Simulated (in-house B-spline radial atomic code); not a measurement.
# How G0W0 and RPA depend on the start: Rb V (Rb4+)

Configuration [Ar] 3d10 4s2 4p3, highest spin. Computed with an all-electron radial atomic-structure program (B-spline basis): all electrons, scalar-relativistic (spin-free one-electron X2C), finite nucleus, each spin shell either full or empty, empty states to l = 9 with an (l + 1/2)⁻⁴ tail; G0W0 by contour deformation at full frequency.

| start | mean-field 4p up (eV) | G0W0 (eV) | QP weight | RPA correlation (Eh) |
| --- | --- | --- | --- | --- |
| Hartree-Fock | -69.19 | -69.80 | 0.972 | -2.28 |
| LDA VWN5 | -62.12 | -69.50 | 0.948 | -2.4848 |
| PBE | -62.08 | -69.49 | 0.948 | -2.4808 |
| PBE0 | -64.11 | -69.59 | 0.957 | -2.4248 |
| r2SCAN | -62.84 | -69.55 | 0.953 | -2.4451 |
| HSE06 | -63.64 | -69.58 | 0.955 | -2.4295 |
| B3LYP (VWN-RPA) | -63.55 | -69.56 | 0.955 | -2.4372 |
| SCAN | -62.90 | -69.53 | 0.953 | -2.4437 |
| TPSS | -62.34 | -69.53 | 0.949 | -2.4699 |
| BHandHLYP | -65.77 | ? | ? | ? |
| CAM-B3LYP | -65.42 | -69.65 | 0.962 | -2.4148 |
| LC-wPBE | -67.09 | -69.71 | 0.966 | -2.4167 |
| wB97X | -66.52 | ? | ? | ? |
| PBEsol | -62.07 | -69.49 | 0.948 | -2.4822 |
| BLYP | -61.75 | -69.47 | 0.947 | -2.4823 |
| r2SCAN0 | -64.63 | -69.62 | 0.960 | -2.401 |
| LDA exchange-only | -60.92 | -69.55 | 0.946 | -2.4843 |

(1) What G0W0 level, weight and RPA correlation energy follow from the wB97X start?

(2) What G0W0 level, weight and RPA correlation energy follow from the BHandHLYP start?

(3) How much of the dependence on the start does G0W0 remove?

Results:

(1) G0W0 level -69.66 eV, weight 0.965, RPA correlation -2.4039 hartree.

(2) G0W0 level -69.66 eV, weight 0.963, RPA correlation -2.3743 hartree.

(3) The mean-field levels span 8.27 eV and the G0W0 levels 0.33 eV. Against 68.44 ± 0.15 eV (NIST, tabulated theory) the G0W0 removal energies are off by +1.03 to +1.36 eV, with spin-orbit coupling, Breit and QED terms left out.
